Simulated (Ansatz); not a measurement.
```xyz
5

C     0.0486   -0.0378   -0.2850
K    -0.3973    0.3088    2.3304
H     0.9628    0.4749   -0.6124
H    -0.7777    0.3537   -0.8930
H     0.1636   -1.0996   -0.5400
```

Charge 0, multiplicity 1.

(1) List the CAM-B3LYP/def2-TZVPP orbital energies in eV (the Gaussian-basis code of Ansatz). (Best estimate.)

## Answers

(1) Ansatz gave: Occupied: -3533.46, -360.98, -288.69, -288.69, -288.67, -275.37, -39.29, -21.84, -21.84, -21.66, -17.48, -9.72, -9.72, -5.03. Lowest empty: -0.67, 1.01, 1.01, 1.29, 1.87, 2.76, 2.76, 3.29.
